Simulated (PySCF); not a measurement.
# Exercise with solution: dipole moment from atomic charges

H₄N₂Zn, SMILES [NH2][Zn][NH2]. Atoms are numbered in the order given.

```xyz
7

Zn     0.0000     0.0000     0.0200
N     -0.0654    -1.8134    -0.0876
H      0.7698    -2.2848    -0.4158
H     -0.4019    -2.3095     0.7294
N      0.0654     1.8134    -0.0876
H     -0.7698     2.2848    -0.4158
H      0.4019     2.3095     0.7294
```
Charge 0, spin multiplicity 1.

The structure is a stationary point at TPSSh-D3(BJ)/def2-TZVP. One conformer was computed; it need not be the lowest.

Charges (e) from PySCF with M06-2X/def2-TZVPD:

```json
[
 {"atom": "Zn1", "IAO": "1.367", "ESP fit": "0.841"},
 {"atom": "N2", "IAO": "-1.185", "ESP fit": "-0.996"},
 {"atom": "H3", "IAO": "0.251", "ESP fit": "0.307"},
 {"atom": "H4", "IAO": "0.250", "ESP fit": "0.269"},
 {"atom": "N5", "IAO": "-1.185", "ESP fit": "-0.996"},
 {"atom": "H6", "IAO": "0.251", "ESP fit": "0.307"},
 {"atom": "H7", "IAO": "0.250", "ESP fit": "0.269"}
]
```

The dipole moment of the full density is 1.37 D.

Question: What dipole moment does each set of point charges give, and which comes closer to that of the density?

Answer: 
μ = Σ q r, and 1 e Å = 4.8032 D.
IAO: Σ q r = (0.000, 0.000, 0.391) e Å, |μ| = 1.88 D.
ESP fit: Σ q r = (0.000, 0.000, 0.328) e Å, |μ| = 1.58 D.
ESP fit comes closer in size. Point charges leave out the atoms' own dipoles (lone pairs, polarised bonds); fits to the potential absorb them, partitions of the density don't.
